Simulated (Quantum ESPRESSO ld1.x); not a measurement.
Problem. Species: the xenon ion Xe4+. Configuration: [Kr] 4d10 5s2 5p2 (the NIST ground configuration). All-electron calculation, scalar-relativistic Kohn-Sham, LDA (Slater exchange, Perdew-Zunger correlation), spin-polarised, spherical densities, point nucleus; open shells are filled with parallel spins first. Program: ld1.x of Quantum ESPRESSO 7.5. Some entries of the table are withheld. Estimate them.

| orbital | occ. | eigenvalue (eV) | <1/r> (bohr^-1) | <r^2> (bohr^2) |
|---|---|---|---|---|
| 1s up | 1 | -34384.1 | 58.06 | 0.0009652 |
| 1s down | 1 | -34384.0 | 58.06 | 0.0009652 |
| 2s up | 1 | -5392.52 | 13.32 | 0.01552 |
| 2s down | 1 | -5392.46 | 13.32 | 0.01552 |
| 2p up | 3 | -4846.24 | 12.72 | 0.01229 |
| 2p down | 3 | -4846.15 | 12.72 | 0.01229 |
| 3s up | 1 | -1140.29 | 4.785 | 0.1076 |
| 3s down | 1 | -1140.18 | 4.785 | 0.1076 |
| 3p up | 3 | -963.830 | 4.549 | 0.1077 |
| 3p down | 3 | -963.718 | 4.549 | 0.1077 |
| 3d up | 5 | -701.415 | 4.310 | 0.09338 |
| 3d down | 5 | -701.309 | 4.310 | 0.09337 |
| 4s up | 1 | -244.017 | 1.957 | 0.5795 |
| 4s down | 1 | -243.796 | 1.957 | 0.5790 |
| 4p up | 3 | -187.982 | (1) | 0.6648 |
| 4p down | 3 | -187.735 | (2) | 0.6635 |
| 4d up | 5 | -106.196 | 1.521 | 0.8856 |
| 4d down | 5 | -105.828 | 1.525 | 0.8784 |
| 5s up | 1 | -62.8660 | (3) | 3.252 |
| 5s down | 1 | -61.2089 | (4) | 3.241 |
| 5p up | 2 | -48.8909 | 0.6733 | (5) |
| 5p down | 0 | -47.1688 | 0.6731 | (6) |

Solution. 
(1) 4p up <1/r> (bohr^-1): 1.796
(2) 4p down <1/r> (bohr^-1): 1.797
(3) 5s up <1/r> (bohr^-1): 0.7701
(4) 5s down <1/r> (bohr^-1): 0.7741
(5) 5p up <r^2> (bohr^2): 4.172
(6) 5p down <r^2> (bohr^2): 4.203
